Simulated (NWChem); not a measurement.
Species: CHBClNO₂; SMILES O=C=NB(O)Cl

```xyz
7

B      0.4722    -0.5886     0.0000
Cl    -0.9540    -1.6497     0.0000
N      0.3017     0.8139     0.0000
C     -0.0709     1.9506     0.0000
O     -0.4036     3.0673     0.0000
O      1.7107    -1.1099     0.0000
H      1.7143    -2.0730     0.0000
```
Atoms are numbered in this order, from 1.

Results from NWChem. Pople sets run with spherical d functions. Medium grid unless said otherwise, to which SCAN and Minnesota functionals are sensitive. Structure relaxed at the PBE0/def2-SVP level. Hybrids' shares of exact exchange are those that their runs print; pure functionals count as 0. The functionals differ in more than this share.

| row | share of exact exchange | highest occupied level (eV) |
|---|---|---|
| PBE/6-31G* | 0.00 | -7.21 |
| SCAN/6-31G* | 0.00 | -7.64 |
| B3LYP/6-31G* | 0.20 | -8.38 |
| r2SCAN0/6-31G* | 0.25 | -9.00 |
| PW6B95/6-31G* | 0.28 | -8.79 |
| MN15/6-31G* | 0.44 | withheld |
| BHandHLYP/6-31G* | 0.50 | -10.03 |
| M06-2X/6-31G* | 0.54 | -10.07 |

### Question
Fit a straight line of the last column on the one before it, predict the withheld value, and compare with the run.

### Answer

1. Means of the 7 shown rows: x = 0.253, y = -8.731. Slope Σ(x − x̄)(y − ȳ)/Σ(x − x̄)² = -1.385/0.2749 = -5.039; intercept -7.457.
2. The shown rows scatter about the line by 0.170 (root mean square); the largest residual is -0.28, at r2SCAN0/6-31G*.
3. At x = 0.44 (MN15/6-31G*; inside the shown range) the line gives -9.67.
4. The run gives -9.42, +0.25 from the line, 1.5 times the scatter.
